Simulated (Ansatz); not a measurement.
Question: Name a neutral molecule of C, Cl, F, O, Sn and H with LUMO energy (ωB97M-V/def2-TZVPP) between 0.85 and 1.15 eV and LUMO energy (PBE/def2-TZVPP) between -1.85 and -1.55 eV (Ansatz, PBE0-D4/def2-TZVP geometry).

Answer: `[OH][SnH]([F])[CH2]Cl` (1.03 eV, -1.80 eV); `O[CH2][SnH]([F])[Cl]` (1.08 eV, -1.83 eV). Other molecules can fit too; these were computed, each in one conformer that needn't be the lowest.
